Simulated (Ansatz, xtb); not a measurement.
Breaking the Al1–H2 bond in AlClFH (SMILES [F][AlH][Cl]) (multiplicity 1 held, fragments rigid). Energies count from the point at 1.555 Å.
Geometry at that point (charge 0, multiplicity 1):
```
atom    x (Å)    y (Å)    z (Å)
----  -------  -------  -------
Al    -0.5612   0.1772  -0.4707
H     -1.7558  -0.3699  -1.3032
F     -0.2159   1.7862  -0.4960
Cl     0.6468  -1.0594   0.6992
```

Restricted levels (R-, RO-) in cc, def2 and unpolarised 6-31G sets keep to the state of the molecule at rest. Active spaces are followed from a long bond inwards. Curves can end on different states.

Frozen-core correlation.

Codes used: Ansatz (Gaussian orbitals); xtb for the GFN methods. Values without a source in brackets are computed. The GFN methods have no spin term and hold the electronic entropy of 300 K.

Problem. What is the computed energy at R = 4.977 Å (R-MP2/cc-pV(D+d)Z)?

Solution. 112.8 kcal/mol

Problem. What energy at R = 4.977 Å does FIC-MRCISD+Q on CASSCF(2,2)/cc-pV(D+d)Z give?

Solution. 85.4 kcal/mol

Problem. Estimate the energy at R = 4.977 Å that GFN2-xTB returns for this input.

Solution. 105.7 kcal/mol

Doubts at one or more of the structures used: a restricted determinant that unrestricted orbitals would lower (R-MP2/cc-pV(D+d)Z).

Ansatz is a program for electronic structure.
